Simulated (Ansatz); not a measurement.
AlCl, SMILES `[Al][Cl]` (lower singlet) (charge 0, multiplicity 1). This singlet lies 2.96 eV below the relaxed triplet at the level composite: frozen-core CCSD(T) with HF/cc-pV5Z and the correlation energy extrapolated as X^-3 from cc-pVQZ and cc-pV5Z, plus CCSDT(Q) minus CCSD(T) in cc-pVTZ // B3LYP-D3(BJ)/def2-TZVP (Ansatz, a quantum-chemistry and plane-wave program).

Cartesian coordinates (Å):
```xyz
2

Al     1.0801     0.0000     0.0000
Cl    -1.0801     0.0000     0.0000
```
Charge 0, spin multiplicity 1.

Frozen-core energies in 6-31g from Ansatz at a geometry from B3LYP-D3(BJ)/def2-TZVP; the HF reference has <S^2> = 0.00 and the T1 diagnostic is 0.016.

```json
[
 {"level": "HF", "energy (Ha)": "-701.41813", "error against full CI (mHa)": "86.84"},
 {"level": "MP2", "energy (Ha)": "-701.48575", "error against full CI (mHa)": "19.22"},
 {"level": "CCSD", "energy (Ha)": "-701.50290", "error against full CI (mHa)": "2.07"},
 {"level": "CCSD(T)", "energy (Ha)": "-701.50466", "error against full CI (mHa)": "0.31"},
 {"level": "CCSDT", "energy (Ha)": "-701.50490", "error against full CI (mHa)": "0.07"},
 {"level": "CCSDT(Q)", "energy (Ha)": "-701.50499", "error against full CI (mHa)": "-0.01"},
 {"level": "full CI", "energy (Ha)": "-701.50497", "error against full CI (mHa)": "0.00"}
]
```
